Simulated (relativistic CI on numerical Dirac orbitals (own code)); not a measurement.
# Ligand-field terms of d6

Computed with a parametric ligand-field model of a d^n configuration (Racah B and C, spin-orbit zeta, crystal field), exact diagonalisation.

Field parameters in Wybourne normalisation: Oh B⁴₀ = 21Dq, B⁴₄ = √(5/14) B⁴₀; Td as Oh with Dq negative (B⁴₀ = 21Dq, B⁴₄ = √(5/14) B⁴₀). The field is a parameter set, without covalency.

Lowest levels for B = 790, C = 3680, ζ = 200 cm⁻¹, Td, 10Dq = -6450 cm⁻¹?

A1 0 (S 2.00), T1 4 (S 2.00), E 7 (S 2.00), T2 11 (S 2.00), A2 15 (S 2.00), T2 6311 (S 2.00), T1 6414 (S 2.00), E 6415 (S 2.00), T2 6563 (S 2.00) cm⁻¹, with S from ⟨S²⟩ = S(S + 1). The ground level has 3.00 electrons in the cubic e pair.

Lowest levels for B = 1040, C = 5360, ζ = 500 cm⁻¹, Td, 10Dq = -7650 cm⁻¹?

A1 0 (S 2.00), T1 16 (S 2.00), E 31 (S 2.00), T2 50 (S 2.00), A2 69 (S 2.00), T2 7333 (S 2.00), T1 7595 (S 2.00), E 7602 (S 2.00), T2 7964 (S 2.00) cm⁻¹, with S from ⟨S²⟩ = S(S + 1). The ground level has 2.99 electrons in the cubic e pair.

Lowest levels for B = 920, C = 3370, ζ = 720 cm⁻¹, Td, 10Dq = -7300 cm⁻¹?

A1 0 (S 1.99), T1 37 (S 2.00), E 72 (S 2.00), T2 123 (S 2.00), A2 176 (S 2.00), T2 6882 (S 1.99), T1 7278 (S 2.00), E 7284 (S 1.99), T2 7803 (S 2.00) cm⁻¹, with S from ⟨S²⟩ = S(S + 1). The ground level has 2.99 electrons in the cubic e pair.

Lowest levels for B = 850, C = 4250, ζ = 850 cm⁻¹, Oh, 10Dq = 13050 cm⁻¹?

T2 0 (S 2.00), E 353 (S 1.99), T1 403 (S 2.00), A1 857 (S 1.99), T1 971 (S 1.99), T2 1037 (S 1.99), A1 8440 (S 0.38), E 10686 (S 1.01), T2 10791 (S 1.01) cm⁻¹, with S from ⟨S²⟩ = S(S + 1). The ground level has 2.00 electrons in the cubic e pair.

Lowest levels for B = 830, C = 3630, ζ = 200 cm⁻¹, Oh, 10Dq = 24250 cm⁻¹?

A1 0 (S 0.00), T2 14071 (S 1.01), E 14072 (S 1.00), T1 14203 (S 1.01), A1 14276 (S 1.01), T2 17224 (S 2.00), T1 17320 (S 1.99), E 17325 (S 1.99), T2 17494 (S 2.00) cm⁻¹, with S from ⟨S²⟩ = S(S + 1). The ground level has 0.05 electrons in the cubic e pair.
